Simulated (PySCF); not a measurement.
## Working out the ionisation energy of Co(2+)

Co(2+) [Ar] 3d7 (4F) → Co(3+) [Ar] 3d6 (5D). All numbers are calculated (PySCF 2.14, the non-relativistic Hamiltonian (point nucleus), in aug-cc-pVDZ (7s6p4d2f, 59 functions)). Frozen: [Ar]. Energies in hartree (1 hartree = 27.21139 eV):

```csv
part,Co(2+) (lower),Co(3+) (upper)
UHF,-1380.605944,-1379.441234
MP2 opposite-spin,-0.084099,-0.036465
MP2 same-spin,-0.067191,-0.053238
```

Problem. What does Hartree-Fock give?

Solution. (-1379.441234) − (-1380.605944) = 1.164710 hartree = 31.693 eV.

Problem. What do MP2 and SCS-MP2 (6/5 opposite-spin, 1/3 same-spin) give?

Solution. The opposite-spin parts differ by 1.296 eV and the same-spin parts by 0.380 eV. MP2: 31.693 + (1.296) + (0.380) = 33.369 eV. SCS-MP2: 31.693 + 1.2 × (1.296) + (0.380)/3 = 33.375 eV.

Reference: 33.5 ± 0.06 eV (semi-empirical (NIST evaluation); NIST Atomic Spectra Database, ionization energies), between the lowest levels; spin-orbit coupling is absent from the calculation.

The calculation is non-relativistic.

A double-zeta basis recovers only part of the correlation energy.

What remains against the reference includes basis incompleteness, the frozen core and correlation beyond second order.
